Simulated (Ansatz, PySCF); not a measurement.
Reaction (SMILES): [Br][In][Br] → [Br][In] + Br atom (the Br-In bond at the site shown breaks; other sites are not compared here)
Geometries: B3LYP-D3(BJ)/def2-TZVP minima from Ansatz (an electronic-structure program). A spin state is the lowest found, not a proven ground state.

Property: bond dissociation energy (enthalpy at 298 K, with B3LYP-D3(BJ) rigid-rotor harmonic-oscillator terms from PySCF), in eV. Correlated levels leave the core frozen unless marked. Open shells are spin-unrestricted. No spin-orbit coupling. Frozen are the shells of the preceding noble gas and the d and f shells that filled before the atom's block. Past Kr the def2 sets carry scalar-relativistic core potentials. STO-3G rows are all-electron and non-relativistic. Basis-set limits of correlation are two-point, X^-3; Hartree-Fock from the larger set. [CCSD(T)-MP2]/basis is that difference in the basis named.

```
level                                                                 program  bond dissociation energy (eV)  minus last row
-------------------------------------------------------------  --------------  -----------------------------  --------------
HF/def2-SVPD                                                           Ansatz                           1.10           -0.59
PBE-D4/def2-TZVPD                                              Ansatz + dftd4                           1.71            0.02
revPBE-D3(BJ)/def2-TZVPD                                       Ansatz + dftd3                           1.58           -0.11
revPBE-D4/def2-TZVPD                                           Ansatz + dftd4                           1.58           -0.11
TPSSh/def2-TZVPD                                                        PySCF                           1.68           -0.01
r2SCANh-D4/def2-TZVPD                                          Ansatz + dftd4                           1.77            0.08
r2SCANh/def2-TZVPD                                                     Ansatz                           1.76            0.07
HSE06-D4/def2-TZVPD                                            Ansatz + dftd4                           1.69            0.00
CAM-B3LYP-D4/def2-TZVPD                                        Ansatz + dftd4                           1.48           -0.21
wB97X-V/def2-TZVPD                                                     Ansatz                           1.58           -0.11
B2GP-PLYP-D3(BJ)/def2-TZVPD                                    Ansatz + dftd3                           1.65           -0.04
B2PLYP-D4/def2-TZVPD                                           Ansatz + dftd4                           1.54           -0.15
B2PLYP/def2-TZVPD                                                      Ansatz                           1.50           -0.19
RI-MP2/def2-TZVPPD                                                     Ansatz                           1.77            0.08
RI-MP2/def2-QZVPPD                                                     Ansatz                           1.83            0.14
SCS-MP2/STO-3G                                                         Ansatz                           2.81            1.12
SCS-MP2/def2-SVP                                                       Ansatz                           1.45           -0.24
SCS-MP2/def2-TZVPP                                                     Ansatz                           1.59           -0.10
CCSD/STO-3G                                                            Ansatz                           2.71            1.02
CCSD(T)/def2-TZVPPD                                                    Ansatz                           1.59           -0.10
RI-MP2/CBS(def2-TZVPPD,def2-QZVPPD)+[CCSD(T)-MP2]/def2-TZVPPD          Ansatz                           1.69            0.00
```
